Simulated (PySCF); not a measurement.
Two-component Hartree-Fock for Ba²⁺ (barium, charge +2)

Start: [Xe]. Calculated with PySCF 2.14 in x2c-TZVPall-2c (11s11p9d1f, 96 functions): generalised Hartree-Fock with the X2C-1e Hamiltonian and a Gaussian nucleus; one run each with spin-orbit coupling (SO) switched off, then screened by Boettger's factors.

```
spinor shell  electrons  ε, spin-free (eV)  ε, screened SO (eV)  weight of nominal j (screened SO)  rms radius, screened SO (bohr)
       1s1/2          2           -37636.7             -37632.2                              1.000                          0.0292
       2s1/2          2            -6065.7              -6064.3                              1.000                           0.119
       2p1/2          2            -5433.5              -5700.0                              1.000                           0.102
       2p3/2          4            -5433.5              -5315.0                              1.000                           0.108
       3s1/2          2            -1335.4              -1335.0                              1.000                           0.311
       3p1/2          2            -1128.0              -1180.8                              1.000                           0.303
       3p3/2          4            -1128.0              -1104.3                              1.000                           0.315
       3d3/2          4            -826.96              -836.35                              1.000                           0.287
       4s1/2          2            -290.97              -290.85                              1.000                           0.715
       4p1/2          2            -221.29              -232.36                              1.000                           0.744
       4p3/2          4            -221.29              -216.28                              1.000                           0.770
       4d3/2          4            -116.85              -118.45                              1.000                           0.856
       4d5/2          6            -116.85              -115.67                              1.000                           0.867
       5s1/2          2            -55.343              -55.324                              1.000                            1.75
       5p1/2          2            -36.179              -37.773                              1.000                            1.97
       5p3/2          4            -36.179              -35.456                              1.000                            2.05
```

Where does 3d5/2 lie, and what is the 3d spin-orbit splitting (screened SO)?

At -820.28 eV, 16.073 eV above 3d3/2.

```json
{"quantity": "E (hartree)", "spin-free": "-8129.69464", "screened SO": "-8132.76249"}
{"quantity": "M_J", "spin-free": "0", "screened SO": "0"}
{"quantity": "⟨J²⟩", "spin-free": "0.000", "screened SO": "0.000"}
{"quantity": "⟨L²⟩", "spin-free": "0.000", "screened SO": "0.035"}
{"quantity": "⟨S²⟩", "spin-free": "0.000", "screened SO": "0.035"}
```

Breit and QED terms are absent; they matter most for the inner s and p1/2 levels.

Densities and radii are taken from the X2C orbitals without a picture-change correction, which distorts them close to the nucleus.

Without spin-orbit coupling the j labels of p, d and f shells carry no meaning; the spin-free column gives the mean over the occupied spinors of each nl shell.
